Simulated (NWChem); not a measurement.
System: CH$_{4}$AlClO; SMILES [CH3][Al]([OH])[Cl]

Parts of the log:

```
             Northwest Computational Chemistry Package (NWChem) 7.3.0
             --------------------------------------------------------

 C1  symmetry detected

                             Geometry "geometry" -> ""
                             -------------------------

 Output coordinates in angstroms (scale by  1.889725989 to convert to a.u.)

  No.       Tag          Charge          X              Y              Z
 ---- ---------------- ---------- -------------- -------------- --------------
    1 Al                  13.0000    -0.06625742    -0.40753983     0.00007694
    2 Cl                  17.0000     0.11299699     1.71372150    -0.00000606
    3 C                    6.0000     1.50159244    -1.55863063    -0.00001123
    4 H                    1.0000     1.21112794    -2.61452400     0.00388798
    5 H                    1.0000     2.12934773    -1.37228235     0.87934325
    6 H                    1.0000     2.12489076    -1.37777999    -0.88370142
    7 O                    8.0000    -1.63869448    -1.07548004    -0.00001474
    8 H                    1.0000    -2.42496760    -0.51503716    -0.00024161

 Effective nuclear repulsion energy (a.u.)     192.4144035882

  pbe96 is a nonlocal functional; adding pw91lda local functional.

                                 NWChem DFT Module
                                 -----------------

 Summary of "ao basis" -> "ao basis" (spherical)
 ------------------------------------------------------------------------------
       Tag                 Description            Shells   Functions and Types
 ---------------- ------------------------------  ------  ---------------------
 Al                          6-31g*                  8       18   4s3p1d
 Cl                          6-31g*                  8       18   4s3p1d
 C                           6-31g*                  6       14   3s2p1d
 H                           6-31g*                  2        2   2s
 O                           6-31g*                  6       14   3s2p1d

            General Information
            -------------------
          SCF calculation type: DFT
          Wavefunction type:  closed shell.
          No. of atoms     :     8
          No. of electrons :    48
           Alpha electrons :    24
            Beta electrons :    24
          Charge           :     0
          Spin multiplicity:     1
          Use of symmetry is: off; symmetry adaption is: off
          Maximum number of iterations: 150
          AO basis - number of functions:    72
                     number of shells:    36
          Convergence on energy requested:  1.00D-06
          Convergence on density requested:  1.00D-05
          Convergence on gradient requested:  5.00D-04

              XC Information
              --------------
          PerdewBurkeErnzerhof Exchange Functional  1.000
            Perdew 1991 LDA Correlation Functional  1.000 local
           PerdewBurkeErnz. Correlation Functional  1.000 non-local

             Grid Information
             ----------------
          Grid used for XC integration:  medium
          Radial quadrature: Mura-Knowles
          Angular quadrature: Lebedev.
          Tag              B.-S. Rad. Rad. Pts. Rad. Cut. Ang. Pts.
          ---              ---------- --------- --------- ---------
          Al                  1.25       88           8.0       590
          Cl                  1.00       88          11.0       590
          C                   0.70       49          10.0       434
          H                   0.35       45          11.0       434
          O                   0.60       49          10.0       434
          Grid pruning is: on
          Number of quadrature shells:   454
          Spatial weights used:  Erf1

      Superposition of Atomic Density Guess
      -------------------------------------

 Sum of atomic energies:        -815.71676996

      Non-variational initial energy
      ------------------------------

 Total energy =    -816.855769
 1-e energy   =   -1509.727067
 2-e energy   =     500.456894
 HOMO         =      -0.383653
 LUMO         =      -0.013158

   convergence    iter        energy       DeltaE   RMS-Dens  Diis-err
 ---------------- ----- ----------------- --------- --------- ---------
 d= 0,ls=0.0,diis     1   -817.9000252355 -1.01D+03  2.31D-02  7.98D-01
 d= 0,ls=0.0,diis     2   -817.5505866017  3.49D-01  1.72D-02  3.98D+00
 d= 0,ls=0.0,diis     3   -817.9736919857 -4.23D-01  4.63D-03  1.02D-01
 d= 0,ls=0.0,diis     4   -817.9827317574 -9.04D-03  2.13D-03  2.37D-02
 d= 0,ls=0.0,diis     5   -817.9864752592 -3.74D-03  2.56D-04  4.35D-04
  Resetting Diis
 d= 0,ls=0.0,diis     6   -817.9865341079 -5.88D-05  5.12D-05  2.04D-05
 d= 0,ls=0.0,diis     7   -817.9865359848 -1.88D-06  5.57D-05  4.35D-06
 d= 0,ls=0.0,diis     8   -817.9865345716  1.41D-06  3.54D-05  1.55D-05
 d= 0,ls=0.0,diis     9   -817.9865365685 -2.00D-06  3.73D-06  1.83D-07
 d= 0,ls=0.0,diis    10   -817.9865365865 -1.80D-08  8.97D-07  1.06D-08

         Total DFT energy =     -817.986536586491
      One electron energy =    -1513.749111940733
           Coulomb energy =      565.384921177783
    Exchange-Corr. energy =      -62.036749411701
 Nuclear repulsion energy =      192.414403588160

 Numeric. integr. density =       47.999996199319

                       DFT Final Molecular Orbital Analysis
                       ------------------------------------

 Vector   22  Occ=2.000000D+00  E=-2.790576D-01
              MO Center=  5.0D-02, -3.8D-01,  4.7D-05, r^2= 4.4D+00
   Bfn.  Coefficient  Atom+Function         Bfn.  Coefficient  Atom+Function
  ----- ------------  ---------------      ----- ------------  ---------------
    26      0.334318  2 Cl py                60      0.322531  7 O  py
    39     -0.241101  3 C  px                25      0.237273  2 Cl px
    64      0.230106  7 O  py                 6      0.190207  1 Al s
     8     -0.175448  1 Al py                40      0.170019  3 C  py
    43     -0.160101  3 C  px                30      0.155460  2 Cl py

 Vector   23  Occ=2.000000D+00  E=-2.681766D-01
              MO Center= -1.2D+00, -3.7D-01, -3.7D-05, r^2= 2.8D+00
   Bfn.  Coefficient  Atom+Function         Bfn.  Coefficient  Atom+Function
  ----- ------------  ---------------      ----- ------------  ---------------
    61      0.537451  7 O  pz                65      0.407342  7 O  pz
    27     -0.359016  2 Cl pz                31     -0.224039  2 Cl pz
    23      0.142100  2 Cl pz                 9      0.074946  1 Al pz
    13      0.065855  1 Al pz                17      0.051615  1 Al d  1
    15     -0.041203  1 Al d -1               5     -0.034883  1 Al pz

 Vector   24  Occ=2.000000D+00  E=-2.639875D-01
              MO Center=  1.6D-01,  2.1D-01,  4.0D-05, r^2= 4.4D+00
   Bfn.  Coefficient  Atom+Function         Bfn.  Coefficient  Atom+Function
  ----- ------------  ---------------      ----- ------------  ---------------
    25      0.512502  2 Cl px                29      0.284128  2 Cl px
    60      0.225616  7 O  py                39      0.203057  3 C  px
    21     -0.201007  2 Cl px                40     -0.184041  3 C  py
    64      0.159696  7 O  py                 7     -0.152471  1 Al px
    59      0.142733  7 O  px                43      0.130904  3 C  px

 Vector   25  Occ=0.000000D+00  E=-3.648403D-02
              MO Center= -2.3D-01, -3.0D-01,  1.1D-02, r^2= 5.0D+00
   Bfn.  Coefficient  Atom+Function         Bfn.  Coefficient  Atom+Function
  ----- ------------  ---------------      ----- ------------  ---------------
    10      1.235422  1 Al s                 42     -0.590269  3 C  s
    62     -0.411796  7 O  s                 28     -0.379529  2 Cl s
    30      0.302026  2 Cl py                26      0.226101  2 Cl py
     6      0.188284  1 Al s                 24     -0.173203  2 Cl s
    44     -0.171288  3 C  py                 2     -0.169126  1 Al s

 Vector   26  Occ=0.000000D+00  E=-3.405222D-02
              MO Center= -6.4D-02, -4.0D-01, -1.1D-02, r^2= 4.0D+00
   Bfn.  Coefficient  Atom+Function         Bfn.  Coefficient  Atom+Function
  ----- ------------  ---------------      ----- ------------  ---------------
     9      0.589081  1 Al pz                13      0.591042  1 Al pz
    61     -0.233882  7 O  pz                65     -0.234149  7 O  pz
    27     -0.221772  2 Cl pz                54     -0.204658  5 H  s
    31     -0.203365  2 Cl pz                56      0.203707  6 H  s
     5     -0.192038  1 Al pz                23      0.082700  2 Cl pz

 Vector   27  Occ=0.000000D+00  E= 3.308378D-02
              MO Center= -3.6D-01, -3.0D-01, -4.3D-04, r^2= 6.9D+00
   Bfn.  Coefficient  Atom+Function         Bfn.  Coefficient  Atom+Function
  ----- ------------  ---------------      ----- ------------  ---------------
    11      0.990548  1 Al px                42     -0.653500  3 C  s
    62      0.607755  7 O  s                 72     -0.462521  8 H  s
    10      0.370752  1 Al s                 52      0.290765  4 H  s
    28     -0.261838  2 Cl s                  8      0.213301  1 Al py
    12      0.196197  1 Al py                30      0.192455  2 Cl py

     Multipole analysis of the density
     ---------------------------------

     L   x y z        total         alpha         beta         nuclear
     -   - - -        -----         -----         ----         -------
     0   0 0 0     -0.000000    -24.000000    -24.000000     48.000000

     1   1 0 0     -0.053574     -0.026787     -0.026787     -0.000000
     1   0 1 0     -0.407779     -0.203889     -0.203889      0.000000
     1   0 0 1     -0.000147     -0.000073     -0.000073     -0.000000

     2   2 0 0    -25.162343   -104.860954   -104.860954    184.559565
     2   1 1 0     -2.393755      6.066258      6.066258    -14.526271
     2   1 0 1      0.000424      0.000270      0.000270     -0.000116
     2   0 2 0    -31.759855   -170.858989   -170.858989    309.958124
     2   0 1 1      0.000312     -0.000640     -0.000640      0.001592
     2   0 0 2    -26.237769    -15.893937    -15.893937      5.550105

                                 NWChem DFT Module
                                 -----------------

            General Information
            -------------------
          SCF calculation type: DFT
          Wavefunction type:  spin polarized.
          No. of atoms     :     8
          No. of electrons :    47
           Alpha electrons :    24
            Beta electrons :    23
          Charge           :     1
          Spin multiplicity:     2
          Use of symmetry is: off; symmetry adaption is: off
          Maximum number of iterations: 150
          AO basis - number of functions:    72
                     number of shells:    36
          Convergence on energy requested:  1.00D-06
          Convergence on density requested:  1.00D-05
          Convergence on gradient requested:  5.00D-04

              XC Information
              --------------
          PerdewBurkeErnzerhof Exchange Functional  1.000
            Perdew 1991 LDA Correlation Functional  1.000 local
           PerdewBurkeErnz. Correlation Functional  1.000 non-local

             Grid Information
             ----------------
          Grid used for XC integration:  medium
          Radial quadrature: Mura-Knowles
          Angular quadrature: Lebedev.
          Tag              B.-S. Rad. Rad. Pts. Rad. Cut. Ang. Pts.
          ---              ---------- --------- --------- ---------
          Al                  1.25       88           8.0       590
          Cl                  1.00       88          11.0       590
          C                   0.70       49          10.0       434
          H                   0.35       45          11.0       434
          O                   0.60       49          10.0       434
          Grid pruning is: on
          Number of quadrature shells:   454
          Spatial weights used:  Erf1

      Superposition of Atomic Density Guess
      -------------------------------------

 Sum of atomic energies:        -815.71676996

 Renormalizing density from      48.00 to     47

      Non-variational initial energy
      ------------------------------

 Total energy =    -806.038280
 1-e energy   =   -1478.274419
 2-e energy   =     479.821736
 HOMO         =      -0.659729
 LUMO         =      -0.280099

[...]
```

Level: PBE/6-31G* (spherical d), vertical spin-unrestricted ions. All runs use the structure optimised with B3LYP/6-31G* (spherical d).

Q: Which NWChem input produces such a log?

A: One answer among several that fit: the input that was run:
```
start job
memory heap 200 mb stack 900 mb global 1100 mb
geometry units angstroms noautoz
  Al    -0.049403    -0.424861     0.050241
  Cl     0.003617     1.656108     0.495930
  C      1.573859    -1.495576     0.008371
  H      1.347387    -2.539274    -0.233911
  H      2.088528    -1.471969     0.976165
  H      2.279269    -1.115220    -0.739855
  O     -1.570149    -1.133336    -0.272400
  H     -2.383191    -0.612776    -0.255031
end
basis spherical
  Al library 6-31g*
  Cl library 6-31g*
  C library 6-31g*
  H library 6-31g*
  O library 6-31g*
end
dft
  xc xpbe96 cpbe96
  iterations 150
  vectors input atomic output neutral.movecs
end
task dft energy
charge 1
dft
  odft
  mult 2
  vectors input atomic output cation.movecs
end
task dft energy
```
